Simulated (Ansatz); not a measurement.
Ti₂O₂⁺, relaxed as a doublet with UKS r2SCAN-D4/def2-SVP in Ansatz, starting from the GFN1-xTB geometry. Force threshold 0.02 eV/Å.

The charge 1 doublet is spin-contaminated (final ⟨S²⟩ up to 1.67, 0.75 for a pure state). No other spin state of charge 1 was run. The structure comes from a short search, and lower isomers may exist.

Start:

```tsv
atom	x (Å)	y (Å)	z (Å)
Ti1	0.7013	0.0714	-1.1223
Ti2	-0.6695	-0.0676	1.0859
O3	1.0496	0.3101	0.6654
O4	-1.0815	-0.3139	-0.6291
```

(1) Estimate the energy that the relaxation releases and the steps that it takes.

(2) Does the start keep its bonding and symmetry?

(3) Predict the relaxed structure.

Results:

(1) 0.16 eV, in 8 steps; 3.8 min on 4 threads of Arm Neoverse N1 on a shared host. The force fell under the threshold at step 7, but the optimiser went on. No frequencies were taken in this run, so the end may be a saddle point.

(2) By distances, no bond broke or formed. The bond that changes most is Ti2–O3, from 1.81 to 1.74 Å (atoms count from 1). The end is the same structure that another start reached, the lowest one found. Point group Cs at the start, C2v at the end, both within 0.05 Å.

(3) 
Cartesian coordinates in Å:
```
Ti 0.723 0.071 -1.189
Ti -0.665 -0.065 1.094
O 0.984 0.295 0.681
O -1.042 -0.301 -0.586
```
Bond lengths (bridged metal pairs left out): 4 × O–Ti 1.74 to 1.90 Å.
